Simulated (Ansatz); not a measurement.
Gas-phase electronic energies from Ansatz, PBE0-D4/def2-TZVP geometries. CCSD(T)/CBS adds triple-zeta CCSD(T) − MP2 to the extrapolated MP2 energy (def2 sets, frozen cores). DFT in def2-TZVPP. Each species was taken in one conformer, which may not be the lowest.

Consider the ligand exchange at the Si–C bond: `CC(F)([SiH3])[SiH3]` + `NC(O)(O)F` → `OC(O)(F)N[SiH3]` + `CC(F)[SiH3]`.

CCSD(T)/CBS gives -58.1 kJ/mol.

Problem. Another level gave -61.7 kJ/mol. Which?
A. CCSD/def2-TZVPP
B. HF/def2-TZVPP
C. PBE-D4/def2-TZVPP
D. r2SCAN/def2-TZVPP

Solution. A. CCSD/def2-TZVPP -61.7, r2SCAN -55.9, PBE-D4 -47.3, HF/def2-TZVPP -76.5 kJ/mol.

Largest T1 diagnostic among the species: 0.012.

In def2-TZVPP, CCSD(T) changes the Hartree–Fock value by +17.8 kJ/mol (the triples alone add +3.1 kJ/mol) and MP2 by +15.2 kJ/mol. The D4 term adds +4.7 kJ/mol with B3LYP and +2.5 kJ/mol with PBE0; it sums over pairs of atoms, weighted by their polarisabilities, and B3LYP, whose exchange is more repulsive, gets the larger term. From PBE to PBE0 (25 % exact exchange), in def2-TZVPP and without D4, ΔE moves by −5.3 kJ/mol.

B3LYP here is the variant with VWN-RPA as its local correlation; programs differ in this.
